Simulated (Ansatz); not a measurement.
Consider the substitution at a C–S bond: `c1ccc(Sc2ccccc2)cc1` + `C[SiH2][NH][GeH3]` → `C[SiH2][N]([GeH3])c1ccccc1` + `Sc1ccccc1`.

Calculated with Ansatz (gas phase, PBE0-D4/def2-TZVP geometries, no zero-point term in ΔE). CCSD(T)/CBS is the MP2 limit (def2-TZVPP, def2-QZVPP) plus CCSD(T) − MP2 in def2-TZVPP, frozen cores. DFT in def2-TZVPP. B3LYP here is the variant with VWN-RPA as its local correlation; programs differ in this. For Ge outer-core shells are correlated without core-valence functions, which leaves a few kJ/mol of doubt a bond. Scalar relativity is left out up to krypton. One conformer a species, not always the lowest.

`c1ccc(Sc2ccccc2)cc1`:

Cartesian coordinates in Å:
```
C 1.201 -1.413 -3.252
C -0.028 -1.166 -2.654
C -0.139 -0.232 -1.639
C 0.991 0.449 -1.194
S 0.909 1.702 0.044
C -0.204 1.025 1.232
C -1.123 1.882 1.829
C -1.965 1.412 2.827
C -1.911 0.084 3.217
C -1.000 -0.773 2.614
C -0.140 -0.307 1.635
C 2.224 0.195 -1.786
C 2.324 -0.725 -2.819
H 1.282 -2.140 -4.051
H -0.911 -1.696 -2.990
H -1.102 -0.030 -1.185
H -1.180 2.914 1.503
H -2.676 2.088 3.288
H -2.578 -0.285 3.988
H -0.949 -1.813 2.917
H 0.580 -0.973 1.177
H 3.105 0.716 -1.428
H 3.289 -0.914 -3.275
```

`C[SiH2][NH][GeH3]`:

Cartesian coordinates in Å:
```
C 0.560 -0.344 -2.195
Si 0.305 -0.834 -0.412
N 0.257 0.541 0.624
Ge -0.867 0.822 2.050
H 0.588 -1.230 -2.836
H -0.245 0.308 -2.540
H 1.507 0.187 -2.322
H 1.387 -1.797 -0.044
H -0.999 -1.529 -0.228
H 1.053 1.161 0.603
H -2.194 0.124 1.724
H -1.062 2.339 2.213
H -0.290 0.252 3.363
```

`C[SiH2][N]([GeH3])c1ccccc1`:

Cartesian coordinates in Å:
```
C 2.624 0.365 1.158
Si 1.013 0.001 2.020
N -0.177 -0.645 0.924
Ge -1.029 -2.258 1.274
C -0.488 0.028 -0.267
C -0.374 1.419 -0.351
C -0.666 2.088 -1.527
C -1.093 1.394 -2.649
C -1.220 0.016 -2.575
C -0.917 -0.660 -1.405
H 2.492 1.095 0.357
H 3.349 0.768 1.871
H 3.041 -0.546 0.722
H 0.531 1.236 2.705
H 1.198 -1.046 3.058
H -0.875 -2.524 2.775
H -0.392 -3.409 0.471
H -2.503 -2.106 0.870
H -0.075 1.986 0.524
H -0.569 3.167 -1.560
H -1.327 1.920 -3.567
H -1.549 -0.547 -3.441
H -0.994 -1.742 -1.386
```

`Sc1ccccc1`:

Z-matrix (Å, degrees):
```
C
C 1 1.393
C 1 1.392 2 119.4
S 1 1.758 2 117.7 3 -180.0
C 2 1.385 1 120.1 3 -0.0
H 2 1.084 1 119.9 3 -180.0
C 3 1.385 1 120.0 2 0.0
H 3 1.084 1 120.1 2 -180.0
H 4 1.341 1 96.7 2 -179.7
C 5 1.387 2 120.5 1 -0.0
H 5 1.084 2 119.3 1 -180.0
H 7 1.084 3 119.3 1 180.0
H 10 1.083 5 120.4 2 -180.0
```

Q: Is it downhill or uphill in electronic energy at CCSD(T)/CBS, and by how much? (Best estimate.)

A: Computed: Uphill: ΔE = +0.14 eV.

Q: What do these levels give: r2SCAN-D4, PBE0-D4, B3LYP-D4, ωB97M-V, B3LYP, HF/def2-TZVPP, SCS-MP2/def2-TZVPP, CCSD/def2-TZVPP, CCSD(T)/def2-TZVPP, MP2/def2-QZVPP, HF/CBS(def2), CCSD/CBS(def2)? (Best estimate.)

A: The calculation gave: r2SCAN-D4 0.12, PBE0-D4 0.10, B3LYP-D4 0.11, ωB97M-V 0.12, B3LYP 0.19, HF/def2-TZVPP 0.23, SCS-MP2/def2-TZVPP 0.18, CCSD/def2-TZVPP 0.12, CCSD(T)/def2-TZVPP 0.11, MP2/def2-QZVPP 0.19, HF/CBS(def2) 0.24, CCSD/CBS(def2) 0.14 eV.

Largest T1 diagnostic among the species: 0.011.

In def2-TZVPP, CCSD(T) changes the Hartree–Fock value by −0.12 eV (the triples alone add −0.00 eV) and MP2 by −0.05 eV. The D4 term adds −0.08 eV with B3LYP and −0.04 eV with PBE0; it sums over pairs of atoms, weighted by their polarisabilities, and B3LYP, whose exchange is more repulsive, gets the larger term.
